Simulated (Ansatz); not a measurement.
Consider the redistribution: `CB[SiH2]C` + `SS[SiH2]Cl` → `C[SiH2]S[SiH2]Cl` + `CBS`.

Isolated molecules relaxed with PBE0-D4/def2-TZVP in Ansatz; ΔE leaves out vibrations. CBS: MP2 limit from def2 TZ/QZ plus the TZ coupled-cluster correction, frozen cores. DFT in def2-TZVPP. B3LYP here is the variant with VWN-RPA as its local correlation; programs differ in this. One conformer a species, not always the lowest.

| level | ΔE (kJ/mol) | difference from CCSD(T)/CBS |
| --- | --- | --- |
| r2SCAN-D4 | -231.4 | -1.5 |
| B3LYP-D4 | -220.4 | 9.5 |
| ωB97X-V | -225.7 | 4.2 |
| ωB97M-V | -229.6 | 0.3 |
| HF/def2-TZVPP | -229.8 | 0.1 |
| MP2/def2-TZVPP | -245.9 | -16.0 |
| SCS-MP2/def2-TZVPP | -237.3 | -7.4 |
| MP2/def2-QZVPP | -243.8 | -13.9 |
| SCS-MP2/def2-QZVPP | -235.8 | -5.9 |
| MP2/CBS(def2) | -242.7 | -12.8 |
| CCSD(T)/CBS | -229.9 | 0 |

Largest T1 diagnostic among the species: 0.013.

From PBE to PBE0 (25 % exact exchange), in def2-TZVPP and without D4, ΔE moves by −7.8 kJ/mol. In def2-TZVPP, CCSD(T) changes the Hartree–Fock value by −3.3 kJ/mol (the triples alone add −1.4 kJ/mol) and MP2 by −16.1 kJ/mol.
